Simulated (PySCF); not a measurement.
C6H14SSi.
Z-matrix (Å and degrees, PBE0-D3(BJ)/def2-SVP geometry), rows numbered from 1:
```
Si
C   1  1.8914
C   2  1.5247  1  115.49
C   3  1.5242  2  113.52  1   -63.77
C   4  1.5254  3  113.89  2   179.49
C   5  1.5245  4  113.62  3    59.31
C   6  1.5199  5  112.50  4   -58.76
S   7  1.8143  6  112.50  5    60.48
H   1  1.4949  2  109.30  3  -167.60
H   1  1.4953  2  112.41  3    72.29
H   1  1.4970  2  110.00  3   -48.32
H   2  1.1038  1  106.73  3   121.95
H   2  1.1045  1  108.70  3  -123.97
H   3  1.1058  2  109.13  1    57.87
H   4  1.1044  3  108.32  2   -57.75
H   4  1.1046  3  108.86  2    57.74
H   5  1.1018  4  109.22  3  -178.01
H   5  1.1055  4  108.99  3   -62.53
H   6  1.1033  5  109.71  4    62.55
H   6  1.1036  5  109.58  4   179.70
H   7  1.1007  6  111.46  5   178.64
H   7  1.1039  6  110.82  5   -62.04
```

All values: PBE0/pcSseg-1 (PySCF, non-relativistic), on one gas-phase PBE0-D3(BJ)/def2-SVP geometry that isn't relaxed in the solvent. The solvent is an IEF-PCM continuum (cavity from Bondi-type radii × 1.2). The model holds no explicit solvent molecules, cavitation or dispersion.

| run | E − E(gas) (kcal/mol) | HOMO (eV) | HOMO–LUMO gap (eV) | dipole (D) |
| --- | --- | --- | --- | --- |
| gas | 0.00 | -6.31 | 7.05 | 1.58 |
| P | -3.22 | -6.43 | 7.25 | 2.23 |
| Q | -2.31 | -6.37 | 7.19 | 2.02 |

Task: The runs were made in acetonitrile and chloroform. Which run belongs to which solvent?

Result: P = acetonitrile, Q = chloroform. The dielectric constants are 4.711 (chloroform), 35.69 (acetonitrile), and the energy falls further as ε rises. In this model the ground state sees the solvent through ε alone.

Task: How constant is the ratio of the lowering to (ε − 1)/(2ε + 1)?

Result: 
```
     solvent  (ε − 1)/(2ε + 1)  E − E(gas) (kcal/mol)  ratio (kcal/mol)  polarisation term (kcal/mol)
  chloroform             0.356                  -2.31              -6.5                         -2.57
acetonitrile             0.479                  -3.22              -6.7                         -3.76
```

The ratio changes by +3.6 % in size from chloroform to acetonitrile. The polarisation term is half the interaction of the solute with the induced surface charges.
